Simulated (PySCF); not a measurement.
A structure optimised at PBE-D3(BJ)/def2-SVP, used in a PySCF frequency run:

```xyz
12

C      0.8048     1.3824     0.0000
C     -0.0591     0.1501     0.0000
F     -1.4047     0.4765     0.0000
C      0.3015    -1.0927    -0.7624
C      0.3015    -1.0927     0.7624
H      0.6013     1.9991    -0.8990
H      1.8778     1.1103     0.0000
H      0.6013     1.9991     0.8990
H     -0.5280    -1.6153    -1.2628
H      1.2629    -1.1247    -1.2991
H     -0.5280    -1.6153     1.2628
H      1.2629    -1.1247     1.2991
```

Problem. Write its SMILES, formula and point group.

Solution. CC1(F)CC1, C4H7F, Cs

Problem. What are its rotational constants (standard atomic weights)?

Solution. 6.6076, 5.2458, 3.9359 GHz
